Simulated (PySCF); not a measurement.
Species: C6H13PS.
SMILES with atom numbers: `[CH2:1]=[C:2]([CH3:3])[P:4]([CH3:5])[CH2:6][S:7][CH3:8]` (hydrogens: H9, H10 on C1; H11, H12, H13 on C3; H14, H15, H16 on C5; H17, H18 on C6; H19, H20, H21 on C8)

Structure used (PBE0-D3(BJ)/def2-SVP), in Å, numbered top down from 1:
```xyz
21
C6H13PS angstrom
C     -1.577    1.741   -0.151
C     -1.757    0.421   -0.283
C     -3.119   -0.205   -0.177
P     -0.423   -0.765   -0.720
C     -0.419   -1.832    0.793
C      1.091    0.254   -0.373
S      2.569   -0.766   -0.614
C      3.813    0.361    0.046
H     -0.597    2.219   -0.224
H     -2.430    2.405    0.030
H     -3.187   -0.869    0.700
H     -3.904    0.560   -0.082
H     -3.343   -0.824   -1.062
H     -1.289   -2.504    0.782
H     -0.425   -1.241    1.723
H      0.490   -2.450    0.767
H      1.066    0.654    0.656
H      1.107    1.100   -1.080
H      4.784   -0.144   -0.047
H      3.632    0.584    1.109
H      3.849    1.300   -0.527
```

All values: PBE0/pcSseg-1 (PySCF, non-relativistic), on one gas-phase PBE0-D3(BJ)/def2-SVP geometry that isn't relaxed in the solvent. The solvent is an IEF-PCM continuum (van der Waals radii × 1.2). The model holds no explicit solvent molecules, cavitation or dispersion.

Gas phase at PBE0/pcSseg-1: HOMO -6.38 eV, LUMO -0.05 eV, dipole 2.33 D.

Problem. What does the continuum do to the energy, the frontier levels and the dipole at PBE0/pcSseg-1 in methanol and acetonitrile?

Solution. 
| solvent | ε | E(solvent) − E(gas) (kcal/mol) | polarisation term (kcal/mol) | distortion of the solute (kcal/mol) | HOMO (eV) | LUMO (eV) | dipole (D) |
| --- | --- | --- | --- | --- | --- | --- | --- |
| methanol | 32.61 | -5.57 | -6.63 | 1.06 | -6.49 | -0.03 | 3.36 |
| acetonitrile | 35.69 | -5.60 | -6.67 | 1.07 | -6.49 | -0.03 | 3.37 |

The first energy column is the sum of the next two and covers electrostatics alone. From methanol to acetonitrile the lowering changes by a factor 1.01, Onsager's factor (ε − 1)/(2ε + 1) by 1.00 and ε itself by 1.1.

Problem. Which radius a makes the point-dipole formula ΔE = −[(ε − 1)/(2ε + 1)]·μ²/a³ give the value in acetonitrile, with the gas-phase dipole?

Solution. μ = 0.916 au and |ΔE| = 0.00893 Eh give a = 1.88 Å; the farthest nucleus lies 4.79 Å from the centroid of the nuclei, so such a sphere wouldn't even hold the nuclei. The formula assumes a rigid point dipole at the centre of a sphere.

Problem. Give the dipole vector in the frame of the coordinates (D, pointing from negative to positive charge), gas and acetonitrile.

Solution. Gas (-0.18, 1.45, 1.81), solvent (-0.26, 2.19, 2.55). Its length changes by +45 % and its direction by 2°.

Problem. Which Hirshfeld charges (PBE0/pcSseg-1) respond most in acetonitrile (means over atoms taken as equivalent)?

Solution. 
```tsv
atoms	environment	gas (e)	solvent (e)	change
S7	sulfide sulfur	-0.006	-0.040	-0.034
P4	phosphine phosphorus	+0.147	+0.116	-0.031
H17/H18	methylene hydrogen	+0.036	+0.045	+0.009
H19/H20/H21	methyl hydrogen	+0.046	+0.052	+0.006
H9	vinylic hydrogen	+0.038	+0.044	+0.006
H10	vinylic hydrogen	+0.042	+0.047	+0.005
C8	S-methyl carbon	-0.121	-0.117	+0.004
C2	fully substituted alkene carbon	-0.039	-0.043	-0.004
H11/H12/H13	methyl hydrogen	+0.045	+0.048	+0.003
H14/H15/H16	methyl hydrogen	+0.039	+0.042	+0.003
C1	terminal =CH2 carbon	-0.115	-0.117	-0.002
C6	sp3 carbon bound to sulfur	-0.123	-0.121	+0.002
```

The run took 49 s of wall time on one thread of an Arm Neoverse V1, shared host with 32 logical CPUs at a one-minute load of 23, and the process peaked at 1.1 GiB of memory. This is the whole shielding run at PBE0/pcSseg-1 in acetonitrile, SCF included.
